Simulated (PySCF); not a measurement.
**Orbital picture of SiSn**

UHF at R = 2.526 Å; Si cc-pV(D+d)Z, Sn cc-pVDZ-PP with ECP28; scalar-relativistic core potentials (PySCF 2.14). State: ³Σ⁻ (triplet), unpaired electrons π ↑↑. Only the outer orbitals are listed, counted within each symmetry, core potentials removing the inner ones.

```
spin  orbital  occ.  ε (eV)  on Si (%)           main shells (%)
   α       7σ     1  -18.45         57          52 Si s, 38 Sn s
   α       8σ     1  -13.19         45          51 Sn s, 38 Si s
   α       4π     1   -7.74         54          52 Si p, 44 Sn p
   α       4π     1   -7.74         54          52 Si p, 44 Sn p
   α       9σ     1   -7.49         51          44 Si p, 43 Sn p
   α       5π     0    0.09         45          55 Sn p, 45 Si p
   α       5π     0    0.09         45          55 Sn p, 45 Si p
   α      10σ     0    3.47         33          68 Sn p, 40 Si p
   β       7σ     1  -15.89         52          48 Si s, 43 Sn s
   β       8σ     1  -11.94         49  44 Sn s, 40 Si s, 9 Si p
   β       9σ     1   -7.25         51          46 Si p, 44 Sn p
   β       4π     0   -0.09         31          69 Sn p, 30 Si p
   β       4π     0   -0.09         31          69 Sn p, 30 Si p
   β       5π     0    2.20         68          68 Si p, 30 Sn p
```

Task: Which are the highest filled and the lowest empty level, where do they sit, and how wide is the gap?

Result: Highest filled β 9σ at -7.25 eV (in %: 46 Si p, 44 Sn p); lowest empty β 4π at -0.09 eV (in %: 69 Sn p, 30 Si p); the gap at UHF is 7.16 eV.

The bond order (Mayer) is 1.97. The ⟨S²⟩ is 2.013. The charge on Si (Mulliken, basis-dependent) is -0.11 and the charge on Si (Löwdin, basis-dependent) is -0.11. The dipole moment (positive dipole means Si(−)Sn(+)) is 1.04 D. The polarisability along the bond is 155.5 bohr³ and the polarisability across the bond is 58.7 bohr³.

Spin–orbit coupling is left out. The state was picked by a PBE0 search and need not be the measured ground state.
